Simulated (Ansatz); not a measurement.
Born–Oppenheimer molecular dynamics of AlF4 (5 atoms, charge -1, multiplicity 1). It starts from a relaxed structure.

Computed with RKS PBE/STO-3G in Ansatz 0.2.0.

```yaml
ensemble: NVE (velocity Verlet)
time_step: 2 fs
steps_asked: 250
starting_velocities_drawn_for: 500 K
seed: 352251
```

First frame:

```xyz
5
Properties=species:S:1:pos:R:3
F 0.313 -0.221 -1.645
F 1.184 1.001 0.670
Al 0.000 0.000 0.000
F -1.518 0.716 0.191
F 0.021 -1.496 0.785
```

Q: How far do the bonds stretch over the last three quarters of this one trajectory? (Pairs bonded in most of those frames.)

A: 
| bond | mean (Å) | spread (Å) | shortest | longest |
| --- | --- | --- | --- | --- |
| F1–Al3 | 1.693 | 0.024 | 1.65 | 1.74 |
| F2–Al3 | 1.696 | 0.035 | 1.63 | 1.76 |
| Al3–F4 | 1.692 | 0.014 | 1.66 | 1.72 |
| Al3–F5 | 1.692 | 0.013 | 1.66 | 1.72 |

Mean temperature of the second half: 243 K. The conserved energy stayed within 0.36 meV per atom of its start (net change 0.23 meV per atom), so the integration is sound. Over the second half the temperature averaged 0.49 of the 500 K drawn at the start: a run that starts near a minimum puts about half its kinetic energy into the potential. A run of 0.5 ps of so small a system gives no equilibrium averages. Limits of this set-up: minimal basis, an anion without diffuse functions.

Time of the run: 2.7 min on 1 thread of Arm Neoverse V2, on a shared host, peak memory 0.075 GiB.
